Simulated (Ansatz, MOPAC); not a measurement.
Species: HB2O2 (charge +1, singlet). SMILES: O=BB=[OH+]

Atoms: O1, B2, B3, O4, H5. Bonds: O1-B2, O1-H5, B2-B3, B3-O4.

Bond lengths (Å) and angles (degrees) optimised at AM1 with MOPAC; MNDO with MOPAC; HF/3-21G with Ansatz (an electronic-structure program); PBE/6-31G* with Ansatz, each started from the B3LYP-D3(BJ)/def2-TZVP structure (Ansatz) of the last column. A row stands for all coordinates that are equal there. 6-31G* holds six Cartesian d functions. At AM1 the structure is a saddle point. No wavenumbers were computed at MNDO, PBE/6-31G*, so these may be saddle points.

```json
[
 {"coordinate": "O1-B2", "AM1": "1.197", "MNDO": "1.206", "HF/3-21G": "1.237", "PBE/6-31G*": "1.232", "B3LYP-D3(BJ)/def2-TZVP": "1.216"},
 {"coordinate": "O1-H5", "AM1": "0.975", "MNDO": "0.948", "HF/3-21G": "0.972", "PBE/6-31G*": "0.980", "B3LYP-D3(BJ)/def2-TZVP": "0.970"},
 {"coordinate": "B2-B3", "AM1": "1.514", "MNDO": "1.579", "HF/3-21G": "1.638", "PBE/6-31G*": "1.640", "B3LYP-D3(BJ)/def2-TZVP": "1.639"},
 {"coordinate": "B3-O4", "AM1": "1.156", "MNDO": "1.164", "HF/3-21G": "1.200", "PBE/6-31G*": "1.212", "B3LYP-D3(BJ)/def2-TZVP": "1.191"},
 {"coordinate": "O1-B2-B3", "AM1": "180.0", "MNDO": "180.0", "HF/3-21G": "180.0", "PBE/6-31G*": "180.0", "B3LYP-D3(BJ)/def2-TZVP": "180.0"},
 {"coordinate": "B2-O1-H5", "AM1": "180.0", "MNDO": "180.0", "HF/3-21G": "180.0", "PBE/6-31G*": "180.0", "B3LYP-D3(BJ)/def2-TZVP": "180.0"}
]
```

Mean signed difference of all 4 bond lengths from B3LYP-D3(BJ)/def2-TZVP: AM1 -0.044 Å, MNDO -0.030 Å, HF/3-21G 0.008 Å, PBE/6-31G* 0.012 Å.
